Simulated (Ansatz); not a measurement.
Geometry optimisation, Ansatz 0.2.0, RKS PBE0-D4/6-31G*.

input.yaml

```yaml
crystal:
  periodic: [false, false, false]
  atoms:
    - { symbol: B, position_ang: [-0.08412, -0.400246, -0.121946] }
    - { symbol: H, position_ang: [-0.137562, -0.784572, 1.012176] }
    - { symbol: O, position_ang: [1.125846, -0.202356, -0.72899] }
    - { symbol: H, position_ang: [1.854313, -0.500885, -0.174817] }
    - { symbol: O, position_ang: [-1.187217, -0.221869, -0.885831] }
    - { symbol: H, position_ang: [-1.993551, -0.283778, -0.363459] }
    - { symbol: O, position_ang: [-0.050843, 1.799783, 1.289825] }
    - { symbol: H, position_ang: [0.629334, 1.995237, 0.631493] }
    - { symbol: H, position_ang: [0.226501, 0.930686, 1.658148] }
basis:
  gaussian: { orbitals: "6-31G*" }
hamiltonian:
  xc: pbe0
  dispersion: d4
relax:
  f_tol: 0.03
  max_steps: 50
output:
  orbitals: {}
```

Launched with:

```bash
$ ansatz run input.yaml --threads 1 --pin off --max-ram 2048MiB --backend cpu --events-out ev --progress --plain --runs-dir out
```

Question: Where does it end, and by what steps?

Answer: It converged. The force dipped under the threshold on the way, but the program's further checks kept it going. After 24 steps the energy has fallen by 0.236 eV; H8 moved furthest, 1.21 Å.

```
step  energy less start (eV)  largest force component (eV/Å)  accepted
   0                  0.0000                           0.949       yes
   1                 -0.0698                           0.606       yes
   2                 -0.0723                           0.899       yes
   3                 -0.0557                           1.342        no
   4                 -0.0992                           0.510       yes
   5                 -0.1167                           0.148       yes
   6                 -0.1294                           0.194       yes
   7                 -0.1388                           0.116       yes
   8                 -0.1410                           0.170       yes
   9                 -0.1379                           0.677        no
  10                 -0.1433                           0.086       yes
  11                 -0.1482                           0.060       yes
  12                 -0.1141                           1.796        no
  13                 -0.1522                           0.120       yes
  14                 -0.1568                           0.256       yes
  15                 -0.1644                           0.445       yes
  16                 -0.1796                           0.386       yes
  17                 -0.1922                           0.394       yes
  18                 -0.2199                           0.241       yes
  19                 -0.2338                           0.064       yes
  20                 -0.2362                           0.014       yes
  21                 -0.2360                           0.191        no
  22                 -0.2363                           0.036       yes
  23                 -0.2364                           0.038       yes
  24                 -0.2365                           0.028       yes
```

```xyz
9
Properties=species:S:1:pos:R:3
B -0.024 -0.539 -0.135
H -0.299 -1.510 0.519
O 1.268 -0.164 -0.360
H 1.881 -0.761 0.083
O -0.985 0.220 -0.737
H -1.864 -0.122 -0.544
O 0.064 1.757 1.565
H -0.558 1.833 0.828
H 0.900 1.618 1.098
```

The run took 49 s on 1 thread of Arm Neoverse V2, with other jobs on the host, peak memory 0.12 GiB.
